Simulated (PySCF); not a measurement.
Compound: C4H8Si2.
Cartesian coordinates in Å at the PBE0-D3(BJ)/def2-SVP level; atoms count from 1:
```
atom  x, y, z in Å
C1    -3.1744    1.0910    0.6824
C2    -2.1679    0.8758   -0.1718
Si3   -1.2624   -0.7521   -0.2882
C4     0.5440   -0.4960   -0.0436
C5     1.7447   -0.3169    0.1197
Si6    3.5425   -0.0506    0.3668
H7    -3.6996    2.0515    0.7315
H8    -3.5212    0.3165    1.3761
H9    -1.8605    1.6925   -0.8379
H10   -1.7744   -1.6772    0.7655
H11   -1.4445   -1.3805   -1.6315
H12    3.9656    1.1830   -0.3579
H13    3.8285    0.1059    1.8224
H14    4.2983   -1.2218   -0.1646
```

Method: core-valence-separated Tamm–Dancoff BHandHLYP/aug-pcX-1 (pcseg-1 on H, def2-SVPD on Si) in PySCF, non-relativistic, gas phase, PBE0-D3(BJ)/def2-SVP geometry. The energies are unshifted.

The lowest roots of each edge with f over 0.003 (five at most, numbered afresh; weaker and dark ones are left out), with transition dipoles (au) in the frame of the coordinates:

| root | edge | E (eV) | f | μx | μy | μz |
| --- | --- | --- | --- | --- | --- | --- |
| 1 | C | 282.17 | 0.0514 | 0.0567 | 0.0270 | 0.0591 |
| 2 | C | 282.26 | 0.0665 | -0.0641 | -0.0317 | -0.0671 |
| 3 | C | 282.46 | 0.0940 | -0.0089 | 0.1059 | -0.0480 |
| 4 | C | 282.49 | 0.0067 | -0.0012 | -0.0166 | 0.0262 |
| 5 | C | 282.50 | 0.0679 | 0.0178 | -0.0440 | -0.0870 |

Problem. Molecules are fixed in this frame and the field points along (0, 1, 1)/√2. What effective strengths 3 f cos²θ do the roots have (θ between field and μ)?

Solution. root 1 (C2): 0.077, root 2 (C1): 0.101, root 3 (C4 + C5): 0.035, root 4 (C4 + C5): 0.001, root 5 (C4): 0.178. Root 5 is the strongest. Averaged over all orientations cos²θ is 1/3, which gives f back.

One conformer stands for the species.
